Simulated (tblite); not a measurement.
Species: C4H4F4O2.
Numbering: `[F:1][C@@H:2]1[CH2:3][C@@H:4]([F:5])[O:6][C:7]([F:8])([F:9])[O:10]1` (hydrogens: H11 on C2; H12, H13 on C3; H14 on C4)

Structure optimised with GFN2-xTB, isolated species.

Task: Give the optimised bond lengths and angles.

Result: 
```csv
bond,length (Å),order
F1–C2,1.370,single
"C2–C3, C3–C4",1.526,single
C4–F5,1.349,single
C4–O6,1.417,single
O6–C7,1.350,single
C7–F8,1.330,single
C7–F9,1.362,single
C7–O10,1.364,single
C2–O10,1.395,single
"C2–H11, C4–H14",1.099,single
"C3–H12, C3–H13",1.090,single
```

Bonds in one row agree within 0.01 Å and their mean is given. Orders are formal, as drawn. A selection of angles:
```csv
angle,degrees
F1–C2–C3,108.6
F1–C2–O10,109.5
F1–C2–H11,106.8
C3–C2–O10,112.4
C3–C2–H11,113.6
O10–C2–H11,105.7
C2–C3–C4,107.0
C2–C3–H12,110.2
C4–C3–H12,110.7
H12–C3–H13,110.2
C3–C4–F5,110.7
C3–C4–O6,109.7
F5–C4–O6,105.7
O6–C4–H14,110.3
C4–O6–C7,113.6
O6–C7–F8,107.7
O6–C7–F9,109.8
O6–C7–O10,116.2
F8–C7–F9,105.7
C2–O10–C7,116.3
```

Dihedral angles: F1–C2–C3–C4 -72° (synclinal); C2–C3–C4–F5 -170° (antiperiplanar); C3–C4–O6–C7 57° (synclinal); C4–O6–C7–F8 -173° (antiperiplanar); O6–C7–O10–C2 47° (synclinal); F1–C2–O10–C7 74° (synclinal).

The C–F distances run from 1.330 Å (C7–F8, drawn single) to 1.370 Å (F1–C2, drawn single), a spread of 0.040 Å. The 4 C–O bonds span 1.350 Å (O6–C7, drawn single) to 1.417 Å (C4–O6, drawn single), a spread of 0.067 Å. The 6-membered ring C2–C3–C4–O6–C7–O10 has internal angles of 107.0° to 116.3°; it is puckered, 0.20 Å rms from its mean plane, widest ring torsion 57°. Of the pairs four or more bonds apart, F1···F9 is among the closest relative to their van der Waals radii: 2.80 Å, 95 % of the sum of Bondi's values.

Point group: C1 (no symmetry element, even within 0.4 Å). Its GFN2-xTB frequencies are all real (lowest 94 cm⁻¹). The numbers are those of one conformer.

On an Arm Neoverse N1 with one thread, no GPU, shared host with 64 logical CPUs at a one-minute load of 56, this took 0.38 s of wall time. These figures are those of the optimisation.

These are computed values.
